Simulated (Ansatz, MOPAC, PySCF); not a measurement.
H2 (SMILES [H][H]) and H2 (SMILES [H][H]) are pulled apart as rigid monomers along the line of their centres of mass, from the B3LYP-D3(BJ)/def2-TZVP minimum. Starting geometry (charge 0, multiplicity 1):
```xyz
4

H      0.01919     0.21922    -0.28212
H      0.18702    -0.10959    -0.92802
H     -0.22628     0.23400     3.00454
H      0.02007    -0.34363     2.60560
```

Interaction energies with rigid monomers; basis-set methods are counterpoise corrected unless marked otherwise.

Rows in 6-31G* carry no dispersion term and start afresh at each structure (6-31G* with six Cartesian d functions). The state that PM3, PM6 reach isn't checked.

The values were computed with Ansatz (a first-principles code); MOPAC for PM3, PM6 (differences of heats of formation); PySCF for 6-31G* rows, the dispersion terms. Each number belongs to the level named beside it.

```
H1···H4 (Å)  PM3 (meV)  PM6 (meV)  B3LYP/6-31G* (no counterpoise) (meV)  B3LYP-D4/def2-TZVPPD (meV)  MP2/aug-cc-pVTZ (meV)
-----------  ---------  ---------  ------------------------------------  --------------------------  ---------------------
2.65               ___       -0.2                                   5.0                        -0.1                   -1.3
2.94              -5.7       -0.7                                   2.1                        -1.6                   -3.2
3.38              -1.9       -0.2                                   0.9                        -1.1                   -2.5
4.11              -0.3        0.0                                   0.3                         ___                   -1.1
5.28               0.0        0.0                                   0.0                        -0.2                   -0.3
```

What belongs in the gaps?


- 4.11, B3LYP-D4/def2-TZVPPD (meV): -0.3
- 2.65, PM3 (meV): -10.6
